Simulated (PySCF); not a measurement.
**How methods differ on the excitation energy of Hf**

Hf [Xe] 4f14 5d2 6s2 (3F) → Hf [Xe] 4f14 5d2 6s1 6p1 (high-spin determinant), as a difference of total energies. Computed with PySCF 2.14 in aug-cc-pVTZ-PP with ECP60MDF (6s6p5d3f2g, 88 functions), with a scalar-relativistic core potential. Correlated levels: valence: 5s2 5p6 frozen. The calculations carry no spin-orbit coupling.

| method | excitation energy (eV) |
| --- | --- |
| UHF | 1.203 |
| MP2 (valence) | 2.094 |
| SCS-MP2 (valence) | 2.403 |
| CCSD (valence) | 2.171 |
| CCSD(T) (valence) | 2.219 |

Task: How much does correlation contribute at CCSD(T) (valence)?

Result: 2.219 − (1.203) = 1.016 eV, measured against UHF.

The determinant of the upper state mixes LS terms, which raises its energy above the lowest term, most at the Hartree-Fock and MP2 levels.
